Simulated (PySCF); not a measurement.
## Correlation energy of Sn (tin, neutral)

[Kr] 4d10 5s2 5p2, high-spin 3P determinant. All numbers are calculated (PySCF 2.14, a scalar-relativistic core potential, in cc-pVDZ-PP with ECP28MDF). Frozen: 4s2 4p6 4d10; 4 electrons correlated.

MP2 pair energies summed by pair of shells (mhartree):

```
 pair  energy  share (%)
5s-5p  -20.13       58.6
5s-5s  -10.99       32.0
5p-5p   -3.26        9.5
```

Total MP2 correlation energy: -34.38 mhartree.

Same-spin part -5.95 and opposite-spin part -28.43 mhartree; SCS-MP2 scales them by 1/3 and 6/5 to -36.10 mhartree.

| level | correlation energy (mhartree) |
| --- | --- |
| CCSD | -48.45 |
| (T) | -0.58 |
| CCSD(T) | -49.03 |

Diagnostics: T1 = 0.0080, D1 = 0.0221, largest double amplitude 0.095.

Question: Is a single reference adequate?

Answer: Mostly. T1 lies below 0.03, but a double amplitude of this size points to a near-degeneracy that CCSD handles and MP2 describes poorly.
